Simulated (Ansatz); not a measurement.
Basis sets compared for As3S3. Total charge 0; doublet. Geometry PBE0-D4/def2-SVP. Ansatz on 4 threads of Arm Neoverse V1 on a shared host; times are rough, and most runs start from earlier orbitals.

Cartesian coordinates in Å:
```
As -1.2780 -1.2572 0.0991
As 0.6701 -0.7230 1.5007
As 0.6027 1.4024 -1.3724
S 1.9816 0.4317 0.0756
S -1.2529 0.4564 1.5676
S -0.7236 -0.3102 -1.8706
```

The structure comes from a short search, and lower isomers may exist.

Binding counts from free atoms (As quartet, S triplet) in the same basis, without a counterpoise term.

```json
{"level": "PBE-D4/def2-SVP", "functions": "150", "energy (Eh)": "-7899.6544", "HOMO (eV)": "-4.89", "LUMO (eV)": "-4.13", "binding per atom (eV)": "3.03", "wall time": "4.6 s"}
{"level": "PBE-D4/def2-TZVP", "functions": "255", "energy (Eh)": "-7900.9080", "HOMO (eV)": "-4.95", "LUMO (eV)": "-4.19", "binding per atom (eV)": "3.09", "wall time": "10 s"}
{"level": "B97M-V/def2-TZVP", "functions": "255", "energy (Eh)": "-7900.8321", "HOMO (eV)": "-5.20", "LUMO (eV)": "-4.05", "binding per atom (eV)": "2.92", "wall time": "36 s"}
{"level": "PBE0-D4/def2-SVP", "functions": "150", "energy (Eh)": "-7899.9217", "HOMO (eV)": "-6.02", "LUMO (eV)": "-3.41", "binding per atom (eV)": "2.79", "wall time": "8.5 s"}
{"level": "PBE0-D4/def2-TZVP", "functions": "255", "energy (Eh)": "-7901.1731", "HOMO (eV)": "-6.02", "LUMO (eV)": "-3.43", "binding per atom (eV)": "2.88", "wall time": "22 s"}
```

Question: Estimate the rows for PBE-D4/def2-TZVPD, B97M-V/def2-TZVPD, PBE0-D4/def2-TZVPD.

Answer: 
```
             level  functions  energy (Eh)  HOMO (eV)  LUMO (eV)  binding per atom (eV)  wall time
 PBE-D4/def2-TZVPD        300   -7900.9112      -5.01      -4.26                   3.10       16 s
 B97M-V/def2-TZVPD        300   -7900.8356      -5.28      -4.14                   2.92       52 s
PBE0-D4/def2-TZVPD        300   -7901.1759      -6.05      -3.49                   2.88       31 s
```
